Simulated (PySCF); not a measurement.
Coordinates in bohr (charge 0 multiplicity 1):
```
Co    0.0000    0.4470    0.3160
O     0.0000   -1.8930   -1.3386
H     2.1937    0.5702    1.9544
H    -2.1937    0.5702    1.9544
H     0.0000    2.7639   -1.1480
```

Level of theory: PySCF, PBE0, basis Co def2-TZVP, O def2-TZVP, H def2-TZVP (no relativity, density fitting).

This geometry of H₃CoO is a stationary point at this level.

Problem. What is the point group?

Solution. C3v.

Problem. Is it a minimum?

Solution. Yes: all harmonic wavenumbers are real.

Problem. Give the atomic charges and bond orders.

Solution. 
| atom | Mulliken | Löwdin | polar tensor | Mayer order to Co1 |
| --- | --- | --- | --- | --- |
| Co1 | 0.41 | 0.05 | 0.71 | – |
| O2 | -0.47 | -0.16 | -0.52 | 1.80 |
| H3,4,5 | 0.02 | 0.03 | -0.06 | 0.86 |

Problem. Give the ideal-gas entropy at 298.15 K and 1 bar by parts.

Solution. translation 163.2, rotation 75.7, vibration 11.6, spin 0.0; total 250.5 J/(mol K).

Other isomers or separated fragments may lie lower. At this level a triplet minimum of Cs symmetry lies 127 kJ/mol below this structure.
